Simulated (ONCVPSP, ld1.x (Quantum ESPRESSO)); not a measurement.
Potentials for Zn (Z = 30) compared

Generated with ld1.x 7.5 (TM, RRKJ, ultrasoft, PAW), atompaw 4.2 or ONCVPSP 4.0.1. The cutoff is in Ry: for ld1.x and atompaw files where the sum of valence levels is converged to 10 mRy in a Bessel basis, for ONCV files where the hardest occupied wave has 1 mHa per electron of residual kinetic energy. The error is the largest all-electron minus pseudo excitation energy over each file’s own four to seven test configurations (ionisations up to +4, promotions, holes and added fractions of an electron), all of which were solved. The labels leave out finer settings (local radius, basis sizes, second energies), which also bear on the numbers. Spin-polarised tests are not counted. The rows are a selection from randomly drawn settings: files with unsolved tests, undetermined cutoffs or missed reference levels are left out.

A true bound ghost makes a file unfit for plane-wave use even where its test errors are small: the radial tests pick states by their node count and pass the ghost by.

| potential | cutoff (Ry) | largest error (meV) | bound ghosts |
| --- | --- | --- | --- |
| TM, LDA (PZ), scalar-relativistic, rc 2.00/3.00 (sp), local s, core correction yes, reference 4s2 4p0 | 10 | -224 | none |
| ONCV, PBE, scalar-relativistic, rc 1.30/1.15/0.90 (spd), local smoothed, core correction yes, reference 3s2 3p6 3d10 4s2, qcut 9.6/11.7/20.8, projectors 2/2/1 | 280 | -237 | none |
| ONCV, PBE, scalar-relativistic, rc 1.10/0.85/0.80 (spd), local smoothed, core correction no, reference 3s2 3p6 3d10 4s2, qcut 10/17.6/20.3, projectors 3/2/1 | 304 | -9.9 | none |
| ONCV, PBEsol, non-relativistic, rc 1.65/1.80/0.80 (spd), local smoothed, core correction yes, reference 3d10 4s1, qcut 4.8/3.8/17.2, projectors 1/2/2 | 247 | -961 | s |
| ONCV, PBE, scalar-relativistic, rc 2.15/1.80/1.35 (spd), local smoothed, core correction yes, reference 3d10 4s2, qcut 2.5/3.7/9.5, projectors 2/2/2 | 90 | -310 | p |
| ONCV, PBE, scalar-relativistic, rc 1.25/1.00/1.30 (spd), local smoothed, core correction yes, reference 3s2 3p6 3d10 4s2, qcut 9.9/17.1/9.7, projectors 2/2/1 | 151 | -38 | none |

Q: Fill in the row for Zn: ONCV, PBEsol, scalar-relativistic, rc 1.25/1.10/1.35/1.40 (spdf), local smoothed, core correction yes, reference 3s2 3p6 3d10 4s1 4p1, qcut 12.7/15.5/9.8/8.9, projectors 2/2/1/2.

A: cutoff 177 Ry, largest error +36 meV, bound ghosts: none.
